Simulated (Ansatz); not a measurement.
Z-matrix (Å, degrees):
```
N
H 1 1.0128
H 1 1.0128 2 108.41
Sn 1 2.0582 2 115.94 3 132.42
H 4 1.7388 1 102.82 2 58.98
H 4 1.7388 5 108.99 1 -108.61
```
Charge 0, spin multiplicity 2.

The numbers are results of Ansatz (a program for electronic structure) with frozen-core CCSD(T)/def2-TZVPP // B3LYP-D3(BJ)/def2-TZVP, not measurements.

| Item | Value |
|---|---|
| HF energy | -270.11884 Ha |
| MP2 correlation energy | -0.53702 Ha |

Question: Estimate the CCSD correlation energy, the (T) correction, the total energy and the T1 diagnostic.

Answer: 
The CCSD correlation energy is -0.55154 Ha and the (T) correction comes out as -0.01782 Ha. The CCSD(T) total energy comes out as -270.68819 Ha and the T1 diagnostic is 0.018.
